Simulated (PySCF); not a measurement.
C₂H₃F₂Ga, SMILES C=[CH][Ga]([F])[F].

The structure is a stationary point at TPSSh-D3(BJ)/def2-SVP. The structure was generated by enumeration; whether it is a known compound was not checked. The values are those of a single conformer.

Method: PySCF with PBE/def2-TZVP.

| Item | Value |
|---|---|
| total energy | -2202.15652 hartree |
| point group | Cs |
| highest occupied level | -7.74 eV |
| lowest empty level | -2.67 eV |
| orbital gap | 5.07 eV |
| dipole moment | 0.743 e·Å |
| quadrupole, principal values (traceless, Buckingham form, about the centre of nuclear charge) | -4.53, 1.35, 3.17 D·Å |
| mean static polarisability | 49.0 bohr³ (7.26 Å³) |
| polarisability, principal values | 32.6, 47.2, 67.1 bohr³ |
